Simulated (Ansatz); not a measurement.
`N[C@@H](F)[Si@@H](F)Cl`, 10 atoms. Total charge 0; spin multiplicity 1. All runs use 4 threads of an Arm Neoverse V2 on a shared host. Correlated methods freeze the cores.

(1) Give the basis size and wall time and peak host memory of each of these runs in Ansatz. RKS PBE0-D4/def2-QZVPP energy; RHF-MP2/def2-QZVPP energy; RKS HSE06 (plane-wave form)-D4/def2-TZVPP energy; RKS ωB97X-V/def2-TZVPP energy; RHF-CCSD(T)/def2-TZVPP energy; RKS PBE0-D4/def2-SVP energy; RKS ωB97M-V/def2-SVP energy; RHF-CCSD(T)/def2-SVP energy; RKS PBE0-D4/def2-TZVP frequencies; RKS ωB97M-V/def2-QZVPP energy; direct RPA on PBE orbitals/def2-TZVPP energy; RKS PBE0-D4/def2-TZVP relaxation (7 steps). (Best estimate.)

## Answers

(1) Ansatz gave: Other jobs shared the machine, so times are rough.

```tsv
level	job	functions	wall time	peak host memory (GiB)
RKS PBE0-D4/def2-SVP	energy	112	1.3 s	0.47
RKS HSE06 (plane-wave form)-D4/def2-TZVPP	energy	264	4.2 s	0.8
RKS ωB97M-V/def2-SVP	energy	112	5.5 s	0.47
direct RPA on PBE orbitals/def2-TZVPP	energy	264	6.5 s	0.65
RHF-CCSD(T)/def2-SVP	energy	112	8 s	0.57
RKS ωB97X-V/def2-TZVPP	energy	264	9 s	0.92
RKS PBE0-D4/def2-QZVPP	energy	488	11 s	2
RKS ωB97M-V/def2-QZVPP	energy	488	23 s	2.4
RHF-MP2/def2-QZVPP	energy	488	26 s	3.1
RKS PBE0-D4/def2-TZVP	relaxation (7 steps)	222	34 s	0.65
RKS PBE0-D4/def2-TZVP	frequencies	222	3.1 min	0.65
RHF-CCSD(T)/def2-TZVPP	energy	264	4.9 min	6.7
```
